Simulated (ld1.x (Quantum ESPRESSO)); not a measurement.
# Building the ultrasoft potential for Hf (Z = 72) (LDA (PZ), scalar-relativistic).

ld1.x (Quantum ESPRESSO) 7.5 input, shortened:

```
&input
   title='Hf', zed=72., rel=1, dft='PZ', iswitch=3,
   config='[Xe] 4f14 5d2 6s1.75 6p0.25'
 /
 &inputp
   pseudotype=3, tm=.true., lloc=-1, rcloc=2.95,
   nlcc=.true., rcore=1.95,
   which_augfun='PSQ', rmatch_augfun=2.30
 /
6
6S  1  0   1.75   0.00  2.60  2.80  0.0
6S  1  0   0.00   3.75  2.60  2.80  0.0
6P  2  1   0.25   0.00  3.95  4.75  0.0
6P  2  1   0.00   1.25  3.95  4.75  0.0
5D  3  2   2.00   0.00  2.10  2.65  0.0
5D  3  2   0.00   1.00  2.10  2.65  0.0
 &test
   configts(1)='5d2 6s1.75 6p0.25'
 /
```

Results:

```json
{
 "Cutoffs needed": "12 Ry and 15 Ry (the cutoffs (Ry, on a coarse ladder) from which the occupation-weighted sum of valence levels, in a spherical-Bessel basis at the reference potential, stays within 10 and 1 mRy of its value at 400 Ry)",
 "Ghost test": "no extra level below or beside the all-electron valence levels (s, p, d, f tested) (spherical-Bessel basis up to 400 Ry, 20 bohr box)",
 "Configuration tests": "test run stopped at test 8 of 9 (negative rho)",
 "Lowest eigenvalue of the overlap operator": "0.40 (d channel)",
 "Density cutoff estimated by the generator": "91 Ry"
}
```

Generation and tests took about 2.9 s on one core of a shared server CPU.
